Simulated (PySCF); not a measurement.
# HHfN: from structure and modes to constants

All numbers come from PBE0 in PySCF with Hf def2-TZVP with ECP60, N def2-TZVP, H def2-TZVP; scalar-relativistic core potentials, no spin–orbit coupling; density-fitted integrals.

The singlet minimum has Cs symmetry. Masses (u): Hf 179.94655, N 14.00307, H 1.00782.

```xyz
3
charge 0 multiplicity 1, angstrom
Hf   -0.0863   -0.0128    0.0856
N     1.0330    0.1535   -1.2134
H     1.0384    0.1543    1.5693
```

Harmonic wavenumbers (cm⁻¹): 490.3 (a', ×1), 996.0 (a', ×1), 1631.7 (a', ×1).

Q: Find the principal moments of inertia and the rotational constants. What kind of rotor is it?

A: About the centre of mass I = 3.3409, 38.831, 42.172 u Å². With B = 16.8576/I this gives 5.046, 0.4341, 0.3997 cm⁻¹. The molecule is an asymmetric top with κ = -0.99.

Q: What is the harmonic zero-point energy?

A: Half the sum of all 3 wavenumbers, 3118/2 = 1559 cm⁻¹, which is 18.6 kJ/mol (1 cm⁻¹ = 0.0119627 kJ/mol).

Q: Find the vibrational entropy and heat capacity at 298.15 K.

A: With u = 1.43878 ω/T, each mode gives S = R[u/(eᵘ−1) − ln(1−e⁻ᵘ)] and C = R u² eᵘ/(eᵘ−1)².
```tsv
ω (cm⁻¹)	u	S (J/(mol K))	C (J/(mol K))
490.3	2.366	2.86	5.32
996.0	4.807	0.40	1.60
1631.7	7.874	0.03	0.20
```
The sums over all modes are S = 3.3 and C = 7.1 J/(mol K); the softest mode gives 87 % of the entropy.

Q: Give the standard entropy (298.15 K, 1 bar) by its translational, rotational, vibrational and spin parts, and Cp.

A: Sackur–Tetrode with M = 194.96 u gives 174.6; rotation with symmetry number 1 gives 84.3; vibration 3.3; spin R ln 1 = 0.0. The total is 262.2 J/(mol K), and Cp = 4 R + 7.1 = 40.4 J/(mol K).

This need not be the most stable arrangement of these atoms. With an element this heavy the missing spin–orbit coupling can shift these numbers.
